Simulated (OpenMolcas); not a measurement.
Computed levels of 3s² 3p² in ions with 14 electrons, in cm-1 above ³P₀.

- Program: OpenMolcas 26.06
- Method: CASSCF
- Basis: ANO-R2
- Scalar Hamiltonian: X2C, finite nucleus
- Spin-orbit coupling: state interaction with AMFI integrals over the reference wave functions, term energies averaged over their components

Active space for each ion: 4 electrons in 4 orbitals (3s 3p).

```json
{"Level": "³P₁", "Si": "66.4", "P+": "145", "S2+": "268", "Ar4+": "706"}
{"Level": "³P₂", "Si": "194", "P+": "417", "S2+": "755", "Ar4+": "1896"}
{"Level": "¹D₂", "Si": "8982", "P+": "11658", "S2+": "14290", "Ar4+": "19396"}
{"Level": "¹S₀", "Si": "15898", "P+": "20844", "S2+": "25910", "Ar4+": "35658"}
```

Estimate ³P₂, ¹D₂, ¹S₀ for Cl3+ from its neighbours S2+ and Ar4+.

³P₂ is fine structure, which grows about as the fourth power of a screened charge, so the fourth roots are averaged: ((755^0.25 + 1896^0.25) / 2)^4 = 1228. The calculation gives 1233, so the estimate is off by -0.4 %; the measured value is 1341 (Moore, Atomic Energy Levels, vol. I, NSRDS-NBS 35 (1971 reprint of NBS Circular 467, 1949)).
¹D₂ is another term, which grows about linearly with the charge: (14290 + 19396) / 2 = 16843. The calculation gives 16821, so the estimate is off by +0.1 %; the measured value is 13766 (Moore, Atomic Energy Levels, vol. I, NSRDS-NBS 35 (1971 reprint of NBS Circular 467, 1949)).
¹S₀ is another term, which grows about linearly with the charge: (25910 + 35658) / 2 = 30784. The calculation gives 30777, so the estimate is off by 0 %; the measured value is 32550 (Moore, Atomic Energy Levels, vol. I, NSRDS-NBS 35 (1971 reprint of NBS Circular 467, 1949)).

Without dynamic correlation excited terms often stand tens of per cent too high (terms of higher spin than the ground term too low), and those without a measured partner can miss by more than the paired ones (holds for Si; P+). Computed and measured levels are paired by configuration, term and J; levels that our copy of the source lacks, or whose pairing is in doubt (as where it misses far off the trend of its configuration), stay unpaired and out of the deviations. Levels of configurations outside the active space are missing.
